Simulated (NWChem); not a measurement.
NH$_{3}$Te; SMILES N[TeH]

def2 effective core potentials on Te; no spin-orbit coupling.

### Question
Give the equilibrium geometry at PBE0/def2-SVP with def2 effective core potentials on Te (NWChem) as an XYZ file, with the point group.

### Answer
point group Cs; any orientation.
```
5

Te     0.0236    -0.2869     0.0000
H     -1.6406    -0.5301     0.0000
N      0.0900     1.7576     0.0000
H     -0.3702     2.1329     0.8271
H     -0.3702     2.1329    -0.8271
```
